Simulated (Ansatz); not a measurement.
Mg₂O₃H₂, relaxed as a singlet with RKS r2SCAN-D4/def2-SVP in Ansatz, starting from the GFN2-xTB geometry. Force threshold 0.02 eV/Å.

The structure comes from a short search, and lower isomers may exist.

Start:

Cartesian coordinates in Å:
```
Mg -0.6008 -0.6469 -1.1516
Mg 0.5392 0.5460 0.9577
O -0.9477 1.0408 1.6107
O 0.4098 0.8643 -1.0645
O 0.1972 -1.3725 0.3198
H 0.4217 1.6960 -1.5444
H -0.0194 -2.1277 0.8723
```

```csv
step,energy (eV),largest force component (eV/Å),SCF passes
1,-17050.7107,3.059,61
2,-17051.0542,1.551,44
3,-17051.2923,0.673,41
4,-17051.7115,0.977,42
5,-17052.3443,1.137,37
6,-17052.6561,0.717,35
7,-17052.7036,0.074,30
8,-17052.7045,0.040,31
9,-17052.7050,0.006,31
```

Force components are those of the run's own axes.

End:

Cartesian coordinates in Å:
```
Mg -1.0670 -0.2113 -0.5187
Mg 0.6638 0.4796 0.8841
O -1.1946 0.7940 1.0830
O 0.5941 0.7805 -1.1175
O 0.3669 -1.4197 0.2465
H 0.5145 1.6785 -1.4616
H 0.1224 -2.1016 0.8842
```

Bonds formed: Mg1–O3 (atoms count from 1).

No frequencies were taken in this run, so the end may be a saddle point.

Hardware: 4 threads of AMD EPYC 9B14 on a shared host. Wall time 13 s.
